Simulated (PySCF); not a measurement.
A calculated (LDA, PySCF 2.14, aug-cc-pVQZ, the non-relativistic Hamiltonian (point nucleus)) atom or ion has these occupied shells.

```csv
shell,electrons,orbital energy (eV),"rms radius, mean of both spins (bohr)"
1s α,1,-553.71,0.233
1s β,1,-551.71,0.233
2s α,1,-59.490,1.13
2s β,1,-55.224,1.13
2p α,2,-44.988,1.10
```

Question: Name the element and its charge.

Answer: O²⁺ (oxygen, charge +2), in [He] 2s2 2p2, high-spin 3P determinant.
